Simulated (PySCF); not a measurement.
C5H4F2, SMILES FC1=C(F)CC=C1.

Coordinates come from a PBE-D3(BJ)/def2-SVP optimisation. The values are those of a single conformer.

Calculation: PySCF with PBE-D3(BJ)/def2-SVP.

Harmonic, unscaled wavenumbers; measured fundamentals usually lie a few per cent lower.

Computed vibrational spectrum:
```tsv
mode	ν (cm⁻¹)	IR (km/mol)	moving atoms (share of kinetic energy)
1	220	2.2	C 35 %, H 33 %, F 33 %
2	262	1.5	F 91 %, C 8 %
3	277	0.0	C 72 %, F 20 %, H 8 %
4	379	9.3	C 50 %, H 45 %
5	440	1.4	F 45 %, C 42 %, H 13 %
6	553	11.9	C 57 %, H 40 %
7	602	11.3	C 57 %, F 37 %
8	674	21.8	H 52 %, C 47 %
9	684	11.2	C 53 %, F 42 %
10	817	34.9	C 71 %, H 19 %, F 10 %
11	858	2.0	C 61 %, H 39 %
12	901	2.9	H 80 %, C 20 %
13	938	9.2	H 57 %, C 43 %
14	1022	22.7	H 66 %, C 26 %
15	1058	1.3	H 89 %, C 11 %
16	1110	21.0	C 52 %, H 43 %
17	1176	3.3	C 49 %, H 43 %
18	1242	52.3	C 57 %, H 33 %, F 11 %
19	1312	49.4	C 66 %, H 28 %
20	1333	33.2	H 72 %, C 27 %
21	1401	72.4	C 81 %, H 12 %
22	1560	23.5	C 92 %
23	1709	131.6	C 94 %
24	2971	2.1	H 94 %
25	3012	0.8	H 91 %, C 9 %
26	3156	0.9	H 92 %, C 8 %
27	3178	0.7	H 90 %, C 10 %
```
